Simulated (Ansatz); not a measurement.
Start from `[OH][Hf]([OH])([F])[I]` and change one atom or group to get `[NH2][Hf]([OH])([OH])[F]`.

Ansatz, PBE0-D4/def2-TZVP geometries, multiplicity 1. Each molecule was computed in one conformer, which needn't be the lowest.

Elements past krypton have def2 core potentials.

| property | `[OH][Hf]([OH])([F])[I]` |
| --- | --- |
| HOMO energy (PBE0/def2-TZVPP) / eV | -7.60 |
| HOMO–LUMO gap (B3LYP/def2-TZVPP) / eV | 6.59 |
| size of the dipole moment (ωB97M-V/def2-TZVPP) / D | 3.88 |
| LUMO energy (PBE0/def2-TZVPP) / eV | -0.52 |
| size of the dipole moment (B3LYP/def2-TZVPP) / D | 3.77 |
| HOMO–LUMO gap (PBE0/def2-TZVPP) / eV | 7.08 |

**Question.** Give the same properties after the change, and the shifts. (An estimate is asked.)

**Answer.** Computed: 
```csv
property,`[NH2][Hf]([OH])([OH])[F]`,shift
HOMO energy (PBE0/def2-TZVPP) / eV,-7.23,0.37
HOMO–LUMO gap (B3LYP/def2-TZVPP) / eV,6.54,-0.05
size of the dipole moment (ωB97M-V/def2-TZVPP) / D,2.62,-1.26
LUMO energy (PBE0/def2-TZVPP) / eV,-0.11,0.41
size of the dipole moment (B3LYP/def2-TZVPP) / D,2.63,-1.14
HOMO–LUMO gap (PBE0/def2-TZVPP) / eV,7.12,0.04
```

Dipoles are sizes alone; their direction can turn.

B3LYP here is the variant with VWN-RPA as its local correlation; programs differ in this.

Spin–orbit coupling is left out; it splits and shifts lone-pair levels of the heavy atoms by tenths of an eV.
